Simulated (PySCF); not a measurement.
**Polarisability and C₆ of Te⁻ (tellurium, charge -1)**

[Kr] 4d10 5s2 5p5, 2P determinant. All numbers are calculated (PySCF 2.14, a scalar-relativistic core potential, in aug-cc-pwCVTZ-PP with ECP28MDF (8s7p6d4f1g, 96 functions)). Coupled (time-dependent) response in atomic units; α is the mean over directions.

| method | mean α (bohr³) | α xx, yy, zz | C₆ (like pair) | S(−4) |
| --- | --- | --- | --- | --- |
| UHF | 77.10 | 63.22, 84.04, 84.04 | 1161 | 1647 |
| PBE0 | 85.61 | 69.35, 93.74, 93.74 | 1320 | 2207 |
| wB97X-V | 80.73 | 66.81, 87.69, 87.69 | 1223 | 1876 |

S(−4) is the Cauchy moment in α(ω) = α(0) + S(−4) ω² + …

Spin-orbit coupling is absent.

α(iu) at UHF:

```json
{"u (hartree)": "0", "α(iu) (bohr³)": "77.10"}
{"u (hartree)": "0.0500", "α(iu) (bohr³)": "73.31"}
{"u (hartree)": "0.100", "α(iu) (bohr³)": "64.68"}
{"u (hartree)": "0.200", "α(iu) (bohr³)": "46.50"}
{"u (hartree)": "0.300", "α(iu) (bohr³)": "33.23"}
{"u (hartree)": "0.500", "α(iu) (bohr³)": "18.59"}
{"u (hartree)": "0.750", "α(iu) (bohr³)": "10.70"}
{"u (hartree)": "1.00", "α(iu) (bohr³)": "7.049"}
{"u (hartree)": "1.50", "α(iu) (bohr³)": "3.893"}
{"u (hartree)": "2.00", "α(iu) (bohr³)": "2.570"}
{"u (hartree)": "3.00", "α(iu) (bohr³)": "1.431"}
{"u (hartree)": "5.00", "α(iu) (bohr³)": "0.6555"}
```

A single London oscillator, α(iu) = α/(1 + u²/ω²), gives C₆ = (3/4) ω α². Matching the computed C₆ needs ω = 4 × 1161 / (3 × 77.10²) = 0.260 hartree.

For an ion, C₆ is the dispersion term alone; charge-induced terms of lower order in 1/R come first.

The components differ because the open shell of this determinant is not spherical; for a pure term their mean is the scalar polarisability.

Energies and moments cover only the electrons outside the core potential.
